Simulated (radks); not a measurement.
All-electron atom: Bi22+ in [Kr] 4d10 4f13 5s2.

All-electron calculation, scalar-relativistic Kohn-Sham, exchange-only LDA, spin-polarised, spherical densities, point nucleus; open shells are filled with parallel spins first (spin-orbit coupling, left out, can overturn this in heavy ions). Program: a radial shooting solver on a logarithmic mesh with Libxc functionals.

Energy parts (eV):
part                   energy
total              -580111.81
kinetic             658937.33
electron-nucleus  -1416620.95
Hartree             187216.18
exchange             -9644.36

Orbitals (lengths in bohr, moments of r in powers of bohr; <r^-3> diverges for s and p1/2; r(90%) holds 90 % of the orbital's charge):
orbital  occ.  eigenvalue (eV)  <r^-3>  r(90%)      <r>  <1/r>
1s down     1        -91186.84       -  0.0290  0.01579  103.3
1s up       1        -91186.83       -  0.0290  0.01579  103.3
2s up       1        -16845.42       -   0.103  0.06648  24.27
2s down     1        -16845.36       -   0.103  0.06648  24.27
2p up       3        -14494.42   31040  0.0988  0.06055  21.22
2p down     3        -14494.38   31040  0.0988  0.06054  21.22
3s up       1        -4482.261       -   0.252   0.1715  8.997
3s down     1        -4481.253       -   0.252   0.1715  8.998
3p up       3        -3810.532    7247   0.260   0.1736  8.116
3p down     3        -3809.502    7250   0.260   0.1736  8.117
3d up       5        -3136.954   874.0   0.244   0.1573  7.612
3d down     5        -3136.144   874.4   0.244   0.1573  7.614
4s up       1        -1437.114       -   0.535   0.3742  3.916
4s down     1        -1435.545       -   0.535   0.3742  3.915
4p up       3        -1214.560    1843   0.575   0.3979  3.525
4p down     3        -1213.065    1842   0.575   0.3980  3.524
4d up       5        -961.1293   200.4   0.612   0.4134  3.196
4d down     5        -959.6744   200.1   0.612   0.4136  3.195
4f up       7        -682.2427   43.16   0.645   0.4156  2.865
4f down     6        -680.7003   43.11   0.646   0.4160  2.863
5s up       1        -635.8456       -    1.04   0.7459  1.871
5s down     1        -635.1668       -    1.04   0.7464  1.869
5p up       0        -558.5358   528.3    1.13   0.8050  1.701
5p down     0        -557.9586   527.1    1.13   0.8056  1.699
6s up       0        -363.3854       -    1.73    1.261  1.106
6s down     0        -363.1635       -    1.74    1.261  1.106

The highest occupied level is 5s down at -635.17 eV. Spin moment in Bohr magnetons: 1. For comparison, the ionisation energy in NIST's Atomic Spectra Database is 660 eV (theoretical). In exact Kohn-Sham theory the highest level is minus the ionisation energy, but local and semilocal functionals leave it too shallow, through self-interaction and a potential that decays too fast; potentials with the right tail come closer. The density falls to 0.001 e/bohr^3 at r = 1.55 bohr.
